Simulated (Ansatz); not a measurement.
`BC(C)Br`. Charge 0, multiplicity 1. The structure was optimised at the PBE0-D4/def2-TZVP level.

```xyz
10

B    -0.128    0.709   -1.258
C    -0.141   -0.441   -0.211
C     0.525   -0.341    1.125
Br   -2.053    0.229   -0.138
H    -0.334    0.467   -2.408
H     0.213    1.798   -0.901
H    -0.250   -1.460   -0.575
H     0.083   -1.004    1.872
H     0.514    0.683    1.499
H     1.571   -0.639    0.993
```

(1) What is the dipole moment at ωB97M-V/def2-TZVPP? (Estimate.)

(2) And with PBE, r2SCAN, B3LYP? (Estimate.)

(3) Give the Mulliken charges with ωB97M-V, B3LYP, PBE in def2-TZVPP. (An estimate is asked.)

## Answers

(1) The calculation gave: 1.97 D, with components (0.88, -1.32, 1.17) D in this frame, pointing from negative to positive charge.

(2) The calculation gave: PBE 1.96 D, r2SCAN 2.03 D, B3LYP 1.97 D.

(3) Computed: 
```
atom  ωB97M-V  B3LYP    PBE
  B1    -0.33  -0.21  -0.23
  C2    -0.06   0.00   0.01
  C3    -0.27  -0.23  -0.24
 Br4    -0.02  -0.06  -0.03
  H5     0.09   0.04   0.03
  H6     0.08   0.03   0.02
  H7     0.17   0.14   0.14
  H8     0.12   0.10   0.10
  H9     0.11   0.10   0.10
 H10     0.11   0.09   0.09
```

B3LYP here is the variant with VWN-RPA as its local correlation; programs differ in this.
